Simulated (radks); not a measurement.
All-electron atom: Zr10+ in [Ar] 3d10 4s2 (the NIST ground configuration). Calculated with a radial shooting solver on a logarithmic mesh with Libxc functionals: scalar-relativistic Kohn-Sham, PBE, spin-unpolarised, spherical densities, finite nucleus; Fermi nuclear charge, rms radius 4.2694 fm. Some entries of the table are withheld. Estimate them.

| orbital | occ. | eigenvalue (eV) | <r> (bohr) |
|---|---|---|---|
| 1s | 2 | -18011.41 | (1) |
| 2s | 2 | -2651.928 | 0.1625 |
| 2p | 6 | (2) | 0.1416 |
| 3s | 2 | (3) | 0.4560 |
| 3p | 6 | (4) | 0.4585 |
| 3d | 10 | -351.0470 | (5) |
| 4s | 2 | (6) | 1.075 |

Answer. 
(1) 1s <r> (bohr): 0.03707
(2) 2p eigenvalue (eV): -2385.218
(3) 3s eigenvalue (eV): -581.2145
(4) 3p eigenvalue (eV): -494.0198
(5) 3d <r> (bohr): 0.4446
(6) 4s eigenvalue (eV): -206.5105
